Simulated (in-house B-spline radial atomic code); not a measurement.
How numerical settings move a run on Hf II (Hf+), [Xe] 4f14 5d1 6s2. Computed with a B-spline radial code for spherical atoms: Dirac-Kohn-Sham BLYP, spherical fractional occupations, Fermi nucleus of rms radius 5.347 fm.

Command:
```bash
python run_scf.py task.json out
```
Settings of the sound reference run:
```
Z                72
electrons        71
configuration    [Xe] 4f14 5d1 6s2
hamiltonian      dirac
method           b88,lyp
spin_polarised   False
nucleus          fermi
rms_radius       5.347
mass_number      180
atomic_mass      179.9466
speed_of_light   137.036
knot_spacing     0.22
spline_order     8
gauss_points     12
box_radius       35.29
max_iterations   70
damping          0.5
damped_steps     3
diis_vectors     10
tolerance        1e-08
start            Thomas-Fermi
```

Run time, properties included: 2 s on 1 thread of Intel(R) Xeon(R) Platinum 8259CL CPU @ 2.50GHz, on a shared host.

It converges in 10 iterations to -15096.304365 hartree, with 5d5/2 at -10.3396 eV. The other runs change the listed settings, some to values that make no sense; their results aren't properties of the atom or ion. Radii are in bohr (the nuclear one in fm), a minus after a letter asks for a j subshell, and «unchanged» means within 1e-8 hartree. The run stops when the residual is below 10 × tolerance × max(1, Z/10), or a noise floor if that is larger, and the energy moves by less than 1e-8 × √|E| hartree; so very loose and very tight tolerances often act alike.

| changed settings | outcome |
| --- | --- |
| box_radius = 10.59 | converged in 10 iterations, energy +3.39e-05 hartree from the reference, 5d5/2 level +2.6e-03 eV (the program warns: 5d5/2 reaches the box edge; 5d3/2 reaches the box edge) |
| gauss_points = 4 | converged in 10 iterations, energy +8.41e-06 hartree from the reference |
| box_radius = 5.29 | converged in 10 iterations, energy +8.61e-02 hartree from the reference, 5d5/2 level +1.6e+00 eV (the program warns: 5d5/2 reaches the box edge; 5s1/2 reaches the box edge) |
| box_radius = 2.12 | converged in 9 iterations, energy +1.21e+01 hartree from the reference, 5d5/2 level +5.6e+01 eV (the program warns: 5d5/2 has a positive eigenvalue: unbound, held by the box; 4f5/2 has a positive eigenvalue: unbound, held by the box) |
| damping = 0.95 | converged in 11 iterations, energy unchanged, 5d5/2 level +1.1e-05 eV |
| first_knot = 0.00417, max_iterations = 8, start = bare nucleus | not converged after 8 iterations, last residual 4.5e-02, last energy -1.13e+00 hartree from the reference |
| gauss_points = 5 | converged in 10 iterations, energy -2.03e-07 hartree from the reference |
| damping = 0.2 | converged in 14 iterations, energy unchanged, 5d5/2 level +4.3e-06 eV |
| electrons = 72, configuration = [Xe] 4f14 5d1 6s2 2f1, max_iterations = 60 | stopped with error: there is no 2f shell |
| gauss_points = 3 | converged in 10 iterations, energy +2.39e-03 hartree from the reference, 5d5/2 level +1.2e-05 eV |
| spline_order = 5, max_iterations = 100, damped_steps = 1 | converged in 9 iterations, energy +3.82e-04 hartree from the reference, 5d5/2 level -4.5e-06 eV |
| damping = 0.8 | converged in 10 iterations, energy unchanged, 5d5/2 level +1.5e-06 eV |
| box_radius = 7.06 | converged in 10 iterations, energy +7.41e-03 hartree from the reference, 5d5/2 level +2.5e-01 eV (the program warns: 5d5/2 reaches the box edge; 5p3/2 reaches the box edge) |
| electrons = 72, configuration = [Xe] 4f14 5d1 6s2 7p-1, max_iterations = 60 | converged in 13 iterations to -15096.3678 hartree, a different physical problem (warning: 7p1/2 reaches the box edge) |
| first_knot = 0.00139, max_iterations = 12, damped_steps = 30, diis_vectors = 2 | not converged after 12 iterations, last residual 3.3e-03, last energy -5.10e-01 hartree from the reference |

Q: What happens with box_radius = 3.53?

A: Converged in 10 iterations, energy +9.88e-01 hartree from the reference, 5d5/2 level +8.9e+00 eV (the program warns: 5d5/2 reaches the box edge; 6s1/2 has a positive eigenvalue: unbound, held by the box).

Q: What happens with method = hf, spin_polarised = True?

A: Stopped with error: spin polarisation is not served with the Dirac Hamiltonian.

Q: What happens with box_radius = 1.41?

A: Converged in 8 iterations, energy +7.32e+01 hartree from the reference, 5d5/2 level +2.3e+02 eV (the program warns: 5d5/2 has a positive eigenvalue: unbound, held by the box; 5s1/2 has a positive eigenvalue: unbound, held by the box).

Q: What happens with box_radius = 17.64?

A: Converged in 10 iterations, energy unchanged, 5d5/2 level +2.9e-07 eV.
